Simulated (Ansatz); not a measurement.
Relaxation of Cs7⁻ with RKS B3LYP/def2-SVPD.

```sh
$ ansatz run in.yaml --threads 4 --pin off --events-out ev --progress --plain --max-ram 4787MiB
```

```yaml
crystal:
  periodic: [false, false, false]
  atoms:
    - {symbol: Cs, position_ang: [1.108250, -0.817850, 1.277780]}
    - {symbol: Cs, position_ang: [2.390690, -0.386540, 0.971100]}
    - {symbol: Cs, position_ang: [1.215190, -0.139100, 1.841400]}
    - {symbol: Cs, position_ang: [-1.218670, -0.266110, -3.519920]}
    - {symbol: Cs, position_ang: [1.672040, 0.191830, -0.299220]}
    - {symbol: Cs, position_ang: [-2.866080, 4.006600, -0.525750]}
    - {symbol: Cs, position_ang: [-2.301430, -2.588830, 0.254610]}
basis:
  gaussian: {orbitals: def2-SVPD}
total_charge: -1
hamiltonian: {xc: {name: B3LYP}}
scf: {lower_state_search: "off"}
output: {orbitals: {seedname: orbitals}}
relax: {f_tol: 0.02, max_steps: 100}
```

Run time 3.8 min (4 threads of Arm Neoverse V1 on a shared host), peak host memory 0.65 GiB.

Positions (Å) and forces (eV/Å) at steps 1, 2, 3, 4, 5, 6, 7, 8, 9, 10, 11, 12, 13, 14, 15, 16, 19, 21 of 21:

```xyz
7
step=1 energy=-3013.1406 eV
Cs    1.108   -0.818    1.278 -518.283 -1087.278 -627.695
Cs    2.391   -0.387    0.971  689.738  -11.957  -89.672
Cs    1.215   -0.139    1.841 -103.356  975.861  984.543
Cs   -1.219   -0.266   -3.520    0.215    0.231    0.245
Cs    1.672    0.192   -0.299  -69.099  123.056 -267.862
Cs   -2.866    4.007   -0.526    0.219   -0.317    0.029
Cs   -2.301   -2.589    0.255    0.567    0.406    0.412
7
step=2 energy=-3450.6488 eV
Cs    1.034   -0.968    1.194 -278.467 -514.300 -257.048
Cs    2.496   -0.390    0.957  397.485  -20.013    2.509
Cs    1.195   -0.005    1.981  -58.297  439.366  448.165
Cs   -1.219   -0.266   -3.520    0.083    0.136    0.122
Cs    1.662    0.211   -0.342  -61.616   94.863 -193.938
Cs   -2.866    4.007   -0.526    0.195   -0.279    0.033
Cs   -2.301   -2.589    0.255    0.618    0.227    0.157
7
step=3 energy=-3664.5252 eV
Cs    0.944   -1.132    1.127 -130.587 -210.689  -84.886
Cs    2.630   -0.406    0.991  204.672  -17.296   11.680
Cs    1.185    0.125    2.102  -37.884  173.497  175.409
Cs   -1.219   -0.266   -3.521   -0.086    0.099   -0.050
Cs    1.627    0.261   -0.428  -36.404   54.543 -102.218
Cs   -2.866    4.007   -0.526    0.081   -0.141   -0.015
Cs   -2.301   -2.589    0.254    0.207   -0.012    0.081
7
step=4 energy=-3760.5944 eV
Cs    0.848   -1.288    1.081  -55.892  -90.356  -29.663
Cs    2.811   -0.449    1.044   95.883  -13.373    5.887
Cs    1.159    0.262    2.179  -22.654   75.721   71.804
Cs   -1.221   -0.266   -3.521   -0.152    0.105   -0.144
Cs    1.577    0.325   -0.510  -16.944   28.171  -47.867
Cs   -2.869    4.008   -0.526    0.045   -0.031   -0.056
Cs   -2.305   -2.592    0.253   -0.287   -0.237    0.037
7
step=5 energy=-3802.7595 eV
Cs    0.765   -1.460    1.056  -23.085  -38.199   -9.299
Cs    2.979   -0.518    1.092   44.157   -8.482    3.793
Cs    1.118    0.428    2.228  -12.267   32.877   29.130
Cs   -1.220   -0.263   -3.519   -0.198    0.043   -0.227
Cs    1.539    0.398   -0.583   -7.815   14.165  -23.271
Cs   -2.873    4.010   -0.526    0.053    0.006   -0.016
Cs   -2.309   -2.595    0.253   -0.844   -0.410   -0.110
7
step=6 energy=-3821.2040 eV
Cs    0.686   -1.623    1.074   -8.673  -16.158   -3.177
Cs    3.154   -0.595    1.145   18.977   -4.194    2.218
Cs    1.059    0.591    2.259   -5.540   14.767   12.273
Cs   -1.227   -0.259   -3.521   -0.270   -0.014   -0.352
Cs    1.520    0.475   -0.684   -3.115    6.169  -10.697
Cs   -2.878    4.012   -0.523    0.057   -0.001    0.015
Cs   -2.314   -2.600    0.248   -1.436   -0.570   -0.280
7
step=7 energy=-3829.1281 eV
Cs    0.614   -1.779    1.079   -2.372   -6.591   -0.561
Cs    3.334   -0.661    1.202    8.159   -1.876    1.302
Cs    1.002    0.755    2.306   -2.441    6.290    5.439
Cs   -1.237   -0.259   -3.529   -0.340   -0.043   -0.492
Cs    1.494    0.536   -0.781   -0.998    2.951   -5.289
Cs   -2.877    4.012   -0.520    0.063   -0.020    0.038
Cs   -2.329   -2.605    0.242   -2.071   -0.711   -0.437
7
step=8 energy=-3832.4714 eV
Cs    0.556   -1.900    1.164   -0.542   -3.492    0.570
Cs    3.479   -0.717    1.273    4.798   -1.024    0.654
Cs    1.000    0.940    2.353   -1.521    3.564    3.071
Cs   -1.280   -0.234   -3.587   -0.353   -0.008   -0.617
Cs    1.452    0.535   -0.885   -0.152    1.746   -3.208
Cs   -2.875    4.001   -0.500    0.070   -0.073    0.063
Cs   -2.331   -2.625    0.180   -2.300   -0.713   -0.532
7
step=9 energy=-3834.8837 eV
Cs    0.500   -2.044    1.225    0.547   -1.986    0.937
Cs    3.654   -0.764    1.345    2.901   -0.599    0.463
Cs    0.967    1.114    2.416   -0.954    2.115    1.867
Cs   -1.314   -0.229   -3.632   -0.381   -0.018   -0.624
Cs    1.447    0.581   -1.015    0.187    1.179   -2.078
Cs   -2.867    3.984   -0.482    0.061   -0.070    0.067
Cs   -2.387   -2.643    0.143   -2.361   -0.622   -0.632
7
step=10 energy=-3836.6664 eV
Cs    0.465   -2.200    1.279    0.839   -1.352    0.883
Cs    3.838   -0.793    1.405    1.961   -0.369    0.322
Cs    0.914    1.262    2.497   -0.691    1.418    1.234
Cs   -1.345   -0.235   -3.673   -0.379   -0.042   -0.584
Cs    1.464    0.656   -1.155    0.312    0.833   -1.338
Cs   -2.851    3.969   -0.474    0.047   -0.052    0.071
Cs   -2.485   -2.659    0.121   -2.089   -0.436   -0.587
7
step=11 energy=-3838.0038 eV
Cs    0.454   -2.360    1.342    0.742   -0.958    0.698
Cs    4.027   -0.813    1.450    1.329   -0.208    0.208
Cs    0.853    1.397    2.592   -0.500    0.939    0.816
Cs   -1.376   -0.245   -3.722   -0.366   -0.067   -0.528
Cs    1.489    0.738   -1.288    0.365    0.586   -0.814
Cs   -2.835    3.955   -0.471    0.035   -0.038    0.070
Cs   -2.613   -2.674    0.098   -1.606   -0.254   -0.450
7
step=12 energy=-3839.0068 eV
Cs    0.465   -2.522    1.416    0.532   -0.670    0.497
Cs    4.223   -0.826    1.487    0.871   -0.097    0.125
Cs    0.784    1.527    2.697   -0.351    0.595    0.526
Cs   -1.416   -0.256   -3.788   -0.336   -0.084   -0.455
Cs    1.528    0.823   -1.415    0.373    0.408   -0.462
Cs   -2.818    3.940   -0.469    0.028   -0.029    0.068
Cs   -2.767   -2.686    0.072   -1.118   -0.123   -0.300
7
step=13 energy=-3839.7269 eV
Cs    0.494   -2.689    1.500    0.355   -0.450    0.336
Cs    4.419   -0.832    1.520    0.547   -0.029    0.072
Cs    0.706    1.650    2.807   -0.240    0.356    0.323
Cs   -1.471   -0.272   -3.874   -0.282   -0.085   -0.362
Cs    1.590    0.910   -1.535    0.336    0.277   -0.247
Cs   -2.799    3.922   -0.463    0.025   -0.024    0.064
Cs   -2.939   -2.689    0.046   -0.741   -0.045   -0.186
7
step=14 energy=-3840.2190 eV
Cs    0.535   -2.856    1.592    0.222   -0.288    0.217
Cs    4.608   -0.826    1.550    0.329    0.005    0.039
Cs    0.620    1.761    2.916   -0.162    0.200    0.188
Cs   -1.546   -0.297   -3.982   -0.208   -0.071   -0.262
Cs    1.682    1.000   -1.647    0.264    0.179   -0.133
Cs   -2.777    3.900   -0.448    0.023   -0.022    0.057
Cs   -3.122   -2.682    0.020   -0.468   -0.004   -0.106
7
step=15 energy=-3840.5289 eV
Cs    0.589   -3.013    1.690    0.113   -0.175    0.129
Cs    4.780   -0.807    1.576    0.190    0.018    0.019
Cs    0.530    1.852    3.013   -0.108    0.106    0.104
Cs   -1.632   -0.329   -4.101   -0.134   -0.048   -0.170
Cs    1.797    1.088   -1.747    0.181    0.109   -0.080
Cs   -2.751    3.873   -0.424    0.023   -0.022    0.046
Cs   -3.315   -2.664   -0.006   -0.265    0.011   -0.048
7
step=16 energy=-3840.7046 eV
Cs    0.641   -3.164    1.794    0.042   -0.092    0.068
Cs    4.937   -0.775    1.595    0.096    0.019    0.006
Cs    0.431    1.921    3.101   -0.067    0.046    0.053
Cs   -1.721   -0.363   -4.228   -0.072   -0.025   -0.094
Cs    1.929    1.174   -1.849    0.106    0.058   -0.050
Cs   -2.717    3.836   -0.390    0.020   -0.021    0.031
Cs   -3.500   -2.630   -0.023   -0.124    0.015   -0.014
7
step=19 energy=-3840.8147 eV
Cs    0.663   -3.482    2.134    0.008    0.000    0.004
Cs    5.108   -0.623    1.510   -0.010   -0.002   -0.001
Cs    0.112    1.864    3.332   -0.002   -0.009    0.004
Cs   -1.869   -0.388   -4.507   -0.005   -0.002    0.006
Cs    2.263    1.370   -2.178   -0.002    0.001   -0.002
Cs   -2.586    3.627   -0.336    0.001    0.000   -0.007
Cs   -3.690   -2.368    0.044    0.010    0.011   -0.004
7
step=21 energy=-3840.8224 eV
Cs    0.763   -3.645    2.299   -0.001   -0.002    0.001
Cs    5.018   -0.604    1.476   -0.003    0.002   -0.002
Cs   -0.059    1.698    3.350   -0.001   -0.005   -0.004
Cs   -1.949   -0.381   -4.570    0.000   -0.004   -0.003
Cs    2.233    1.393   -2.240   -0.005   -0.002    0.005
Cs   -2.539    3.663   -0.409    0.002    0.008    0.001
Cs   -3.466   -2.125    0.093    0.009    0.002    0.002
```

In the def2 sets Cs takes a core potential; there is no spin–orbit coupling. The restricted singlet is unstable towards broken spin symmetry in Hartree–Fock (as tested in another run); at B3LYP/def2-SVPD this wasn't settled. Another isomer (singlet) lies 0.14 eV lower at PBE0/def2-TZVPD; other spin states weren't run for this one.
